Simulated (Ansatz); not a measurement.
`[CH3][SnH]([CH3])[Cl]`, relaxed with RKS PBE0-D4/def2-TZVP in Ansatz from a PBE-D4/def2-SVP geometry. The force threshold is 0.005 eV/Å; the program also tests the step.

Charge 0, multiplicity 1. Sn takes the def2 core potential.

Start:

```xyz
11

C     1.362   -1.238   -0.204
Sn   -0.640   -0.420   -0.108
C    -0.641    1.735    0.091
Cl   -1.617   -1.282    1.896
H     1.927   -0.920    0.693
H     1.870   -0.861   -1.113
H     1.314   -2.342   -0.238
H    -1.663   -0.980   -1.390
H    -0.038    2.020    0.974
H    -0.199    2.187   -0.819
H    -1.677    2.102    0.219
```

Task: By how much does the energy fall, and how many steps does the optimiser take? (Best estimate.)

Result: The calculation gave: 5.96 kJ/mol, in 4 steps.

Task: Which bonds change most? (An estimate is asked.)

Result: Computed: Sn2–Cl4 from 2.391 to 2.351 Å; C1–Sn2 from 2.164 to 2.130 Å; Sn2–C3 from 2.164 to 2.130 Å; Sn2–H8 from 1.734 to 1.710 Å.

Task: Give the relaxed structure. (An estimate is asked.)

Result: Computed: 
```xyz
11

C     1.347   -1.236   -0.202
Sn   -0.610   -0.398   -0.126
C    -0.645    1.720    0.093
Cl   -1.564   -1.239    1.852
H     1.910   -0.918    0.675
H     1.865   -0.904   -1.103
H     1.277   -2.323   -0.207
H    -1.625   -0.957   -1.383
H    -0.052    2.003    0.962
H    -0.231    2.198   -0.797
H    -1.672    2.054    0.235
```
